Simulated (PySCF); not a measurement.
**The first ionisation energy along the 5p block**

All values are computed (PySCF 2.14, energy differences of UHF-based or UKS calculations, no spin-orbit coupling). Values in eV. The last column holds reference values (NIST; (s) semi-empirical, (t) theoretical, else measured). Unmarked ones compare directly (S terms, centres of terms, or small fine structure); those marked * lie between the lowest fine-structure levels and include a spin-orbit shift.

| element | configurations | UHF | SCS-MP2 (valence) | CCSD (valence) | MP2 (valence and next inner shell) | SCS-MP2 (valence and next inner shell) | CCSD(T) (valence and next inner shell) | reference |
| --- | --- | --- | --- | --- | --- | --- | --- | --- |
| In (def2-TZVPPD with the def2 core potential (28 electrons), ECP) | [Kr] 4d10 5s2 5p1 → [Kr] 4d10 5s2 | 5.216 | 5.376 | 5.449 | 5.442 | 5.388 | 5.511 | 5.603 |
| Sn (def2-TZVPPD with the def2 core potential (28 electrons), ECP) | [Kr] 4d10 5s2 5p2 → [Kr] 4d10 5s2 5p1 | 6.851 | 7.080 | 7.176 | 7.244 | 7.138 | 7.251 | 7.389 |
| Sb (def2-TZVPPD with the def2 core potential (28 electrons), ECP) | [Kr] 4d10 5s2 5p3 → [Kr] 4d10 5s2 5p2 | 8.581 | 8.860 | 8.967 | 9.112 | 8.946 | 9.053 | 9.124 |
| Te (def2-TZVPPD with the def2 core potential (28 electrons), ECP) | [Kr] 4d10 5s2 5p4 → [Kr] 4d10 5s2 5p3 | 7.725 | 8.372 | 8.437 | 8.380 | 8.407 | 8.517 | 8.749 |
| I (def2-TZVPPD with the def2 core potential (28 electrons), ECP) | [Kr] 4d10 5s2 5p5 → [Kr] 4d10 5s2 5p4 | 9.548 | 10.248 | 10.267 | 10.359 | 10.322 | 10.358 | 10.519 |
| Xe (def2-TZVPPD with the def2 core potential (28 electrons), ECP) | [Xe] → [Kr] 4d10 5s2 5p5 | 11.463 | 12.181 | 12.155 | 12.389 | 12.277 | 12.250 | 12.565 |

Problem. Which of these methods has the smallest mean absolute error against the measured values here?

Solution. CCSD(T) (valence and next inner shell), with 0.168 eV.

| method | elements | mean error (eV) | mean absolute error (eV) | largest error (eV) |
| --- | --- | --- | --- | --- |
| UHF | 6 | -0.761 | 0.761 | -1.103 |
| SCS-MP2 (valence) | 6 | -0.306 | 0.306 | -0.385 |
| CCSD (valence) | 6 | -0.250 | 0.250 | -0.410 |
| MP2 (valence and next inner shell) | 6 | -0.171 | 0.171 | -0.369 |
| SCS-MP2 (valence and next inner shell) | 6 | -0.245 | 0.245 | -0.341 |
| CCSD(T) (valence and next inner shell) | 6 | -0.168 | 0.168 | -0.315 |

Errors include the incompleteness of the basis and the frozen core.

"Valence" correlates the outer s and p shells and, in groups 3 to 12 and the f block, the outer d or f shell, open or full, or the next shell where the ion has no valence electron left; the wider scheme adds the next inner shell.
